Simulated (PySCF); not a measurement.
**How the method moves the HOMO and LUMO of `Pc1ccccc1`**

Compound: C6H7P.
Z-matrix (Å and degrees, PBE0-D3(BJ)/def2-SVP geometry), rows numbered from 1:
```
P 
C   1  1.8394
C   2  1.4006  1  120.62
C   3  1.3937  2  120.65  1   175.09
C   4  1.3938  3  120.28  2    -0.38
C   5  1.3942  4  119.49  3    -0.03
C   6  1.3932  5  120.29  4     0.03
H   1  1.4279  2   97.27  3   140.00
H   1  1.4278  2   97.25  3    45.43
H   3  1.0938  2  120.00  1    -5.31
H   4  1.0929  3  119.61  2   179.49
H   5  1.0924  4  120.27  3   179.88
H   6  1.0928  5  120.07  4   179.89
H   7  1.0938  2  119.97  1     5.27
```

Basis pcSseg-1 throughout (PySCF), one geometry. Isolated species at its PBE0-D3(BJ)/def2-SVP geometry (one conformer only).

Q: How do the orbital energies, the gap and the dipole change with the method?

A: 
| method | kind | HOMO (eV) | LUMO (eV) | gap (eV) | μ (D) | SCF cycles |
| --- | --- | --- | --- | --- | --- | --- |
| PBE | GGA | -5.73 | -1.39 | 4.33 | 1.02 | 15 |
| KT3 | GGA | -5.74 | -1.32 | 4.42 | 0.95 | 15 |
| LDA | LDA | -5.85 | -1.61 | 4.25 | 1.06 | 15 |
| B97-2 | global hybrid | -6.50 | -0.56 | 5.94 | 1.06 | 12 |
| PBE0 | global hybrid | -6.72 | -0.52 | 6.20 | 1.07 | 12 |
| wB97X-D | range-separated hybrid | -8.49 | 1.19 | 9.67 | 1.10 | 12 |

The HOMO spans 2.76 eV, from PBE down to wB97X-D, and the gap runs from 4.25 eV (LDA) to 9.67 eV (wB97X-D). Over the methods PBE (0 %), KT3 (0 %), LDA (0 %), B97-2 (21 %), PBE0 (25 %), a straight line through the gap against the share of exact exchange rises by 0.75 eV for each 10 % (correlation coefficient 0.998). The dipole ranges from 0.95 D (KT3) to 1.10 D (wB97X-D). This basis has no diffuse functions.
